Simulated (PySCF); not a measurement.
## Magnetic susceptibility: SMILES C(#CC(OC)=O)C(=O)O, C₅H₄O₄

Geometry (Å), atoms numbered from 1 in this order:
```xyz
13

C    -3.0654    0.1788   -0.4107
O    -1.6555    0.2677   -0.5653
C    -0.9308   -0.4080    0.3254
O    -1.3703   -1.0699    1.2263
C     0.4852   -0.2411    0.0679
C     1.6789   -0.1425   -0.0652
C     3.1012   -0.0585   -0.3111
O     3.6755   -0.7043   -1.1434
O     3.6872    0.8256    0.4974
H    -3.3647    0.5679    0.5648
H    -3.4946    0.7776   -1.2098
H    -3.3914   -0.8604   -0.4913
H     4.6404    0.8676    0.3183
```

Theory: GIAO PBE0/pcSseg-1 magnetisability, rotational g tensor and spin-rotation constants, non-relativistic, gas phase in PySCF 2.14.0. Geometry: GFN2-xTB.

Q: How diamagnetic is it, and how anisotropic?

A: Isotropic -1040 × 10⁻³⁰ J/T², or -62.6 × 10⁻⁶ cm³/mol; principal values -1073, -1070, -977 × 10⁻³⁰ J/T², anisotropy 94 × 10⁻³⁰ J/T² (root of half the summed squared differences of the principal values). The susceptibility is in cgs units.

Q: Split it along the inertial axes a, b, c into diamagnetic and paramagnetic parts about the centre of mass, with the quadrupole moment.

A: 
```
axis  χ (10⁻⁶ cm³/mol)  diamagnetic (10⁻⁶ cm³/mol)  paramagnetic (10⁻⁶ cm³/mol)  summed x² of all electrons (Å²)  quadrupole Θ (D Å)
   a             -64.5                      -316.7                        252.3                            436.0              +20.59
   b             -59.1                     -1985.0                       1925.9                             42.8              -12.23
   c             -64.4                     -2031.3                       1966.9                             31.9               -8.36
```
Anisotropies 2χaa − χbb − χcc = -5.4 and 2χbb − χaa − χcc = +10.8 × 10⁻⁶ cm³/mol. Θ is traceless in Buckingham's convention.

Q: And the rotational g tensor?

A: 
```
axis  rotational constant (GHz)        g  nuclear part  electronic part
   a                     5.1208  -0.0735        0.5334          -0.6069
   b                     0.6063  -0.0047        0.5438          -0.5485
   c                     0.5917  -0.0038        0.5430          -0.5468
```
Asymmetric top; isotopes 12C, 1H, 16O; no vibrational averaging.
